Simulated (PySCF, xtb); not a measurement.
2-phenylselenophene (C₁₀H₈Se), SMILES c1ccc(-c2ccc[se]2)cc1.

xtb with GFN2-xTB at its own geometry gives an orbital gap of 2.95 eV and a dipole moment of 0.97 D.

The structure is a stationary point at PBE0-D3(BJ)/def2-SVP. The values are those of a single conformer.

Problem. What does ωB97X/def2-SVP in PySCF give? (An estimate is asked for; the answer gives what the named calculation found.)

Solution. gap 9.03 eV (levels -8.28 and 0.75 eV), dipole 0.34 D.
